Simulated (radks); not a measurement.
The iron anion Fe- inside a hard spherical wall (all orbitals vanish at R), configuration held at [Ar] 3d7 4s2 and not refilled when levels cross. Calculated with a radial shooting solver on a logarithmic mesh with Libxc functionals: non-relativistic Kohn-Sham, PBEsol, spin-polarised, spherical densities, point nucleus; open shells are filled with parallel spins first. Eigenvalues in eV for spin up, with the zero of energy where the potential of the charges vanishes at infinity; a dash marks a level that is unbound or too diffuse for the functional's potential to be trusted. A positive occupied level is held by the wall or, in an anion where self-interaction has pushed it up, behind a barrier. The pressure on the wall is -dE/dV.

\begin{tabular}{lrrrrrrrrr}
R (bohr) & E (hartree) & kinetic (hartree) & e(3s) & e(3p) & e(4s) & e(3d) & e(4p, empty) & e(4d, empty) & pressure (GPa) \\ \hline
6 & -1262.19054 & 1261.524 & -79.261 & -47.170 & 3.707 & 3.915 & 7.936 & 14.662 & 5.25 \\
5 & -1262.05652 & 1261.952 & -76.818 & -44.746 & 6.214 & 6.197 & 11.393 & 20.709 & 19.8 \\
4 & -1261.67117 & 1263.121 & -71.981 & -39.980 & 12.091 & 10.721 & 19.001 & 32.648 & 95.9 \\
3.5 & -1261.20922 & 1264.476 & -67.727 & -35.815 & 18.263 & 14.789 & 26.633 & 43.479 & 243 \\
2.5 & -1258.09803 & 1273.545 & -50.209 & -18.613 & 53.592 & 33.000 & 67.353 & 92.564 & 2500 \\
2 & -1252.12646 & 1291.077 & -29.323 & 2.692 & 111.22 & 57.105 & 128.89 & 156.17 & 11800 \\
1.5 & -1231.08319 & 1348.663 & 22.914 & 57.714 & 278.96 & 117.88 & 296.80 & 311.23 & 82500 \\
\end{tabular}
